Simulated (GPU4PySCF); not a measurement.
pyrene (C₁₆H₁₀), SMILES c1cc2ccc3cccc4ccc(c1)c2c34.

Geometry optimised at ωB97X-D3(BJ)/def2-TZVP.

Two levels are set side by side: PBE/def2-TZVPD (GPU4PySCF) and M06-2X/def2-TZVPD (GPU4PySCF). Same geometry, gas phase. Differences are taken from unrounded values.

```tsv
quantity	M06-2X
orbital gap (eV)	5.81
highest occupied level (eV)	-6.80
lowest empty level (eV)	-0.98
mean polarisability (bohr³)	192.3
```

Task: What does PBE give, and how far is it from M06-2X? (Estimate from the structure and the level; the computed values follow.)

Result: 
```json
[
 {"quantity": "orbital gap (eV)", "PBE": "2.77", "PBE minus M06-2X": "-3.05"},
 {"quantity": "highest occupied level (eV)", "PBE": "-5.14", "PBE minus M06-2X": "1.66"},
 {"quantity": "lowest empty level (eV)", "PBE": "-2.37", "PBE minus M06-2X": "-1.39"},
 {"quantity": "mean polarisability (bohr³)", "PBE": "201.6", "PBE minus M06-2X": "9.3"}
]
```

PBE's occupied levels lie high since its potential decays too fast outside the molecule; exact exchange lowers them and widens the gap. Loosely held outer electrons make PBE densities more polarisable. Differences between two approximate levels are no errors against the true value.
